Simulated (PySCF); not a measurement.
C6H8F3P.
Atom-mapped SMILES: `[CH3:1][C:2]1=[CH:3][CH2:4][CH2:5][P:6]1[C:7]([F:8])([F:9])[F:10]` (hydrogens: H11, H12, H13 on C1; H14 on C3; H15, H16 on C4; H17, H18 on C5)

Structure used (PBE0-D3(BJ)/def2-SVP), in Å, numbered top down from 1:
```xyz
18
C6H8F3P angstrom
C      1.840   -1.542   -0.308
C      0.902   -0.381   -0.291
C      1.135    0.836    0.224
C      0.027    1.843    0.196
C     -1.064    1.317   -0.749
P     -0.782   -0.503   -1.022
C     -1.664   -1.159    0.521
F     -1.439   -0.453    1.636
F     -2.988   -1.166    0.330
F     -1.279   -2.417    0.771
H      2.035   -1.881   -1.339
H      2.800   -1.289    0.164
H      1.406   -2.401    0.230
H      2.095    1.087    0.693
H      0.388    2.834   -0.127
H     -0.363    1.981    1.220
H     -2.088    1.503   -0.393
H     -0.983    1.788   -1.741
```

Level: PBE0/pcSseg-1 in PySCF, non-relativistic, on one gas-phase PBE0-D3(BJ)/def2-SVP geometry that isn't relaxed in the solvent. The solvent is an IEF-PCM continuum (cavity from Bondi-type radii × 1.2). Specific hydrogen bonds and non-electrostatic terms are outside this model.

| run | E − E(gas) (kcal/mol) | HOMO (eV) | HOMO–LUMO gap (eV) | dipole (D) |
| --- | --- | --- | --- | --- |
| gas | 0.00 | -6.97 | 6.60 | 2.67 |
| P | -3.36 | -6.88 | 6.66 | 3.42 |
| Q | -2.46 | -6.89 | 6.64 | 3.21 |

**Question.** The runs were made in chloroform and methanol. Which run belongs to which solvent?

**Answer.** P = methanol, Q = chloroform. The dielectric constants are 4.711 (chloroform), 32.61 (methanol), and the energy falls further as ε rises. In this model the ground state sees the solvent through ε alone.

**Question.** How constant is the ratio of the lowering to (ε − 1)/(2ε + 1)?

**Answer.** 
| solvent | (ε − 1)/(2ε + 1) | E − E(gas) (kcal/mol) | ratio (kcal/mol) | polarisation term (kcal/mol) |
| --- | --- | --- | --- | --- |
| chloroform | 0.356 | -2.46 | -6.9 | -2.69 |
| methanol | 0.477 | -3.36 | -7.0 | -3.81 |

The ratio changes by +2.0 % in size from chloroform to methanol. The polarisation term is half the interaction of the solute with the induced surface charges.
